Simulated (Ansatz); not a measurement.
Stretching the B1–Br4 bond in BBrH2 (SMILES BBr) (multiplicity 1 held, fragments rigid). Energies count from the point at 1.903 Å.
Geometry at that point (charge 0, multiplicity 1):
```xyz
4

B     -0.8490    -1.2912     0.2112
H     -0.4717    -2.0737     1.0149
H     -1.8265    -1.4215    -0.4431
Br     0.1869     0.2843    -0.0465
```

Signs of static correlation in cc-pVDZ, with CASSCF(6,4), from Ansatz (a quantum-chemistry and plane-wave program) runs.

| R (Å) | T1 of restricted CCSD | ⟨S²⟩ of UHF | largest double amplitude of restricted CCSD | weight of the CASSCF reference in MRCISD | CASSCF natural occupations |
|---|---|---|---|---|---|
| 1.522 | 0.011 | 0.000 | 0.053 | 0.917 | 2.00 2.00 1.99 0.01 |
| 1.713 | 0.013 | 0.000 | 0.048 | 0.915 | 2.00 2.00 1.99 0.01 |
| 1.903 | 0.015 | 0.000 | 0.040 | 0.914 | 2.00 2.00 1.98 0.02 |
| 2.093 | 0.016 | 0.000 | 0.054 | 0.914 | 2.00 2.00 1.97 0.03 |
| 2.284 | 0.018 | 0.000 | 0.082 | 0.914 | 2.00 2.00 1.96 0.04 |
| 2.569 | 0.021 | 0.000 | 0.127 | 0.915 | 2.00 2.00 1.93 0.07 |
| 2.855 | 0.028 | 0.383 | 0.178 | 0.916 | 2.00 2.00 1.87 0.13 |
| 3.330 | 0.052 | 0.840 | ___ | 0.917 | 2.00 2.00 1.69 0.31 |
| 3.806 | 0.091 | 0.964 | 0.474 | 0.919 | 2.00 2.00 1.44 0.56 |
| 4.377 | 0.140 | 1.000 | ___ | 0.919 | 2.00 2.00 1.20 0.80 |
| 5.138 | 0.180 | 1.008 | 1.054 | 0.919 | 2.00 2.00 1.07 0.93 |
| 6.090 | 0.191 | 1.008 | 1.188 | 0.919 | 2.00 2.00 1.01 0.99 |

Q: Complete the blanks.

A: 
- 3.330, largest double amplitude of restricted CCSD: 0.293
- 4.377, largest double amplitude of restricted CCSD: 0.759

Doubts at one or more of the structures used: active orbitals that take no part (SC-NEVPT2 on CASSCF(6,4)/cc-pVDZ); a restricted determinant that unrestricted orbitals would lower (R-CCSD(T)/cc-pVDZ); T1 above 0.05 (R-CCSD(T)/cc-pVDZ, U-CCSD(T)/cc-pVDZ); other coupled-cluster roots lie near (R-CCSD(T)/cc-pVDZ); a spin-contaminated determinant (U-CCSD(T)/cc-pVDZ).
